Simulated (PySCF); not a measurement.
Compound: C₇H₁₁OP.
Numbering: `[CH2:1]=[CH:2][P@:3]1(=[O:4])[CH2:5][CH:6]=[C:7]([CH3:8])[CH2:9]1` (hydrogens: H10, H11 on C1; H12 on C2; H13, H14 on C5; H15 on C6; H16, H17, H18 on C8; H19, H20 on C9)

The same species was optimised twice, with GFN2-xTB and with PBE0-D3(BJ)/def2-SVP (PySCF), and the same property calculations (PySCF, gas phase) were run on both structures.

```tsv
coordinate	GFN2-xTB	PBE0-D3(BJ)/def2-SVP	change
P3=O4 (Å)	1.467	1.496	+0.029
C6=C7 (Å)	1.328	1.346	+0.018
C1=C2 (Å)	1.321	1.334	+0.013
P3–C9 (Å)	1.847	1.842	-0.005
C2–P3 (Å)	1.813	1.808	-0.005
P3–C5 (Å)	1.848	1.843	-0.005
C7–C9 (Å)	1.503	1.507	+0.004
C5–C6 (Å)	1.496	1.499	+0.003
C7–C8 (Å)	1.493	1.492	-0.001
C2–P3–O4 (°)	115.0	113.3	-1.7
C8–C7–C9 (°)	118.4	119.5	+1.1
O4–P3–C5 (°)	118.0	119.0	+1.0
O4–P3–C9 (°)	117.9	118.9	+1.0
C6–C7–C9 (°)	116.0	115.3	-0.7
C5–P3–C9 (°)	93.0	93.6	+0.6
C2–P3–C9 (°)	105.2	104.7	-0.5
C1–C2–P3 (°)	119.1	118.5	-0.6
C1–C2–P3–O4 (°)	1	1	0
```

Rotational constants: A = 2479, B = 977.4, C = 917.2 MHz (GFN2-xTB) against A = 2486, B = 967.1, C = 910.5 MHz (PBE0-D3(BJ)/def2-SVP). Point groups within 0.08 Å: C1 and C1. Atoms that the bonding makes alike are paired by their places after alignment.

On the GFN2-xTB structure: HOMO (eV) -7.23 [PBE0/pcSseg-1]; LUMO (eV) -0.57 [PBE0/pcSseg-1]; dipole (D) 4.01 [PBE0/pcSseg-1]; GIAO shielding of C1 (ppm) 44.5 [PBE0/pcSseg-1]; GIAO shielding of C2 (ppm) 46.8 [PBE0/pcSseg-1]; GIAO shielding of P3 (ppm) 286.1 [PBE0/pcSseg-1]; GIAO shielding of O4 (ppm) 240.9 [PBE0/pcSseg-1]; GIAO shielding of C5 (ppm) 149.1 [PBE0/pcSseg-1]; GIAO shielding of C6 (ppm) 59.4 [PBE0/pcSseg-1]; GIAO shielding of C7 (ppm) 42.4 [PBE0/pcSseg-1]; GIAO shielding of C8 (ppm) 163.0 [PBE0/pcSseg-1].

Problem. What do these properties become on the PBE0-D3(BJ)/def2-SVP structure?

Solution. 
| property | level | on GFN2-xTB | on PBE0-D3(BJ)/def2-SVP | change |
| --- | --- | --- | --- | --- |
| HOMO (eV) | PBE0/pcSseg-1 | -7.23 | -7.23 | 0.00 |
| LUMO (eV) | PBE0/pcSseg-1 | -0.57 | -0.60 | -0.03 |
| dipole (D) | PBE0/pcSseg-1 | 4.01 | 4.16 | +0.15 |
| energy, GFN2-xTB geometry as zero (kcal/mol) | PBE0/pcSseg-1 | 0.0 | -1.2 | -1.2 |
| GIAO shielding of C1 (ppm) | PBE0/pcSseg-1 | 44.5 | 40.0 | -4.5 |
| GIAO shielding of C2 (ppm) | PBE0/pcSseg-1 | 46.8 | 44.2 | -2.6 |
| GIAO shielding of P3 (ppm) | PBE0/pcSseg-1 | 286.1 | 281.0 | -5.1 |
| GIAO shielding of O4 (ppm) | PBE0/pcSseg-1 | 240.9 | 237.1 | -3.8 |
| GIAO shielding of C5 (ppm) | PBE0/pcSseg-1 | 149.1 | 148.5 | -0.6 |
| GIAO shielding of C6 (ppm) | PBE0/pcSseg-1 | 59.4 | 55.1 | -4.3 |
| GIAO shielding of C7 (ppm) | PBE0/pcSseg-1 | 42.4 | 38.7 | -3.7 |
| GIAO shielding of C8 (ppm) | PBE0/pcSseg-1 | 163.0 | 161.1 | -1.9 |

The heavy atoms differ by 0.019 Å rms after alignment. Among bonds between heavy atoms P3=O4 changes most (+0.029 Å). Changes are differences of the printed values. Neither structure is proved a minimum here.
